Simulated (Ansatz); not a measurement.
Reaction (hydrogenolysis of the Si–Si bond): `N[SiH2][Si](N)(F)F` + H₂ → `N[SiH](F)F` + `N[SiH3]`

Isolated molecules relaxed with PBE0-D4/def2-TZVP in Ansatz; ΔE leaves out vibrations. CCSD(T)/CBS is the MP2 limit (def2-TZVPP, def2-QZVPP) plus CCSD(T) − MP2 in def2-TZVPP, frozen cores. This one scheme is used for every species. DFT in def2-TZVPP. B3LYP here is the variant with VWN-RPA as its local correlation; programs differ in this. Each species was taken in one conformer, which may not be the lowest.

CCSD(T)/CBS gives -8.2 kcal/mol.

Q: Another level gave -10.0 kcal/mol. Which?
A. B3LYP-D4/def2-TZVPP
B. HF/def2-TZVPP
C. B2PLYP/def2-TZVPP
D. PBE-D4/def2-TZVPP

A: C. B2PLYP -10.0, PBE-D4 -3.4, B3LYP-D4 -6.8, HF/def2-TZVPP -16.2 kcal/mol.

Largest T1 diagnostic among the species: 0.012.

In def2-TZVPP, CCSD(T) changes the Hartree–Fock value by +7.1 kcal/mol (the triples alone add +1.3 kcal/mol) and MP2 by +6.8 kcal/mol. From PBE to PBE0 (25 % exact exchange), in def2-TZVPP and without D4, ΔE moves by −1.9 kcal/mol.
